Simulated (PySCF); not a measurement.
A structure optimised at PBE-D3(BJ)/def2-SVP, used in a PySCF frequency run:

```
B
O 1 1.3862
C 2 1.4078 1 121.34
H 3 1.1089 2 108.80 1 180.00
H 3 1.1159 4 107.73 2 121.96
H 3 1.1159 4 107.73 5 116.07
N 1 1.4192 2 121.27 3 0.00
H 7 1.0180 1 121.89 2 180.00
H 7 1.0191 8 113.45 1 180.00
C 1 1.5845 2 116.67 3 180.00
H 10 1.1084 1 113.95 2 180.00
H 10 1.1103 11 107.93 1 122.88
H 10 1.1103 11 107.93 12 114.25
```

Task: Write its SMILES, formula and point group.

Result: COB(C)N, C2H8BNO, Cs

Task: What are its rotational constants (standard atomic weights)?

Result: 8.1565, 3.7186, 2.6402 GHz
